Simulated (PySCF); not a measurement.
# Electron affinity of Pd by level of theory

Pd⁻ [Kr] 4d10 5s1 (2S) → Pd [Kr] 4d10 (1S), as a difference of total energies. Computed with PySCF 2.14 in x2c-TZVPPall with one added diffuse shell each of s, p, d, f type (9s7p7d3f1g, 95 functions), with scalar relativity by spin-free X2C-1e. Correlated levels: valence: [Kr] frozen. The calculations carry no spin-orbit coupling.

```tsv
method	electron affinity (eV)	error (eV)
UHF	-0.303	-0.865
MP2 (valence)	0.267	-0.295
SCS-MP2 (valence)	0.174	-0.388
CCSD (valence)	0.323	-0.239
CCSD(T) (valence)	0.444	-0.118
```

Reference: 0.562 eV (measured; photodetachment measurements, as compiled on the Wikipedia data page of electron affinities).

Errors of the correlated levels include the incompleteness of this basis and the frozen core.

A negative affinity means that the anion lies above the atom at that level of theory.

The coupled-cluster amplitudes are large for Pd⁻ (T1 above 0.03 or a double amplitude above 0.15), so a single reference is strained.
